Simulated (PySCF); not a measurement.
# Al (aluminium, neutral): UHF calculation

Configuration: [Ne] 3s2 3d1, 2D determinant (an excited configuration). Computed with PySCF 2.14 in aug-cc-pwCVDZ (6s5p3d, 36 functions), with no relativity, point nucleus.

```
Total energy                                                  : -241.692451 hartree
One-electron energy                                           : -335.2277 hartree
Hartree (Coulomb) energy                                      : 111.5187 hartree
Exchange energy                                               : -17.9835 hartree
Kinetic energy                                                : 241.79740 hartree
⟨S²⟩                                                          : 0.7508
⟨L²⟩                                                          : 6.003
Sum of ⟨r⟩                                                    : 15.31 bohr
Sum of ⟨r²⟩                                                   : 48.23 bohr²
Traceless quadrupole moment −½Σ⟨3z² − r²⟩ along its main axis : 8.50 e·bohr²
Density at the nucleus (Gaussians lack the cusp)              : 1360 bohr⁻³
Spin density at the nucleus                                   : -0.119 bohr⁻³
Langevin diamagnetic susceptibility                           : -38.2 ×10⁻⁶ cm³/mol
```

| shell | electrons | mean orbital energy (eV) | spread (eV) | rms radius, mean of both spins (bohr) |
| --- | --- | --- | --- | --- |
| 1s β | 1 | -1595.0 | 0 | 0.139 |
| 1s α | 1 | -1595.0 | 0 | 0.139 |
| 2s β | 1 | -136.59 | 0 | 0.677 |
| 2s α | 1 | -136.58 | 0 | 0.677 |
| 2p β | 3 | -90.493 | 0.016 | 0.674 |
| 2p α | 3 | -90.488 | 0.014 | 0.674 |
| 3s α | 1 | -12.421 | 0 | 2.67 |
| 3s β | 1 | -12.272 | 0 | 2.67 |
| 3d α | 1 | -0.674 | 0 | 5.51 |

The outer electron is Rydberg-like, and this basis confines it to a smaller radius and binds it less than a complete one would.

Spin-orbit constants ζ (cm⁻¹) from the X2C one-electron operator on these orbitals (non-relativistic here): bare nucleus, nucleus screened by l(l+1)(2l+1)/3 electrons, and screened by the Breit-Pauli mean field of the electrons.

```
shell   bare  screened nucleus  mean field
   2p   2624              2220        2035
   3d  1.183            0.2730     0.06211
```

To first order the Landé constant is A = 0.06211 cm⁻¹, so the lowest level has J = 3/2 and lies 1.16e-05 eV below the centre of the term.
